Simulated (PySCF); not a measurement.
# Calculated NMR data

Rapidly exchanging positions averaged, single conformer, relativity neglected, no solvent. GFN2-xTB structure; NMR shieldings at PBE0/pcSseg-1/GIAO; PySCF 2.14.

Referencing at the same level of theory: 1H (31.72 ppm) and 13C (186.93 ppm) against TMS. Where no couplings were computed, multiplicities follow the n + 1 count of equivalent neighbours, and m marks all less simple cases (inequivalent or close neighbours, rings, F or P nearby). Shifts are as computed. Against solution values, carbons near 30 ppm lie about +3 ppm off and those near 130 ppm about +5 ppm. Of 1211 compounds with measured shifts, 218 miss one by over three times the rms of a fit or turn the order of signals round; such compounds aren't used in these exercises.

**1.** `C=CN([SiH3])[SiH2]OC(C)C`, C₅H₁₅NOSi₂. 1H NMR (600 MHz, computed): δ 6.28 (m, 1H), 5.17 (s, 2H), 4.68 (s, 3H), 4.43 (sept, 1H), 4.42 (m, 1H), 4.42 (m, 1H), 1.33 (d, 6H). 13C{1H} NMR (computed): δ 142.6 (CH), 94.0 (CH2), 69.4 (CH), 27.4 (CH3).

**2.** `C/C=C\C=C/C#CC1CC1`, C₁₀H₁₂. 1H NMR (600 MHz, computed): δ 6.80 (m, 1H), 6.77 (m, 1H), 5.81 (m, 1H), 5.74 (d, 1H), 1.95 (d, 3H), 1.54 (m, 1H), 0.88 (m, 2H), 0.74 (m, 2H). 13C{1H} NMR (computed): δ 138.9 (CH), 136.9 (CH), 134.0 (CH), 116.5 (CH), 115.3 (C), 80.8 (C), 17.2 (CH3), 12.7 (CH2), 4.0 (CH).

**3.** `c1n([SiH2]C=C)ccc1`, C₆H₉NSi. 1H NMR (600 MHz, computed): δ 6.75 (m, 2H), 6.63 (m, 2H), 6.54 (m, 1H), 6.35 (m, 1H), 6.09 (m, 1H), 5.40 (d, 2H). 13C{1H} NMR (computed): δ 143.7, 142.6, 127.7, 117.9.
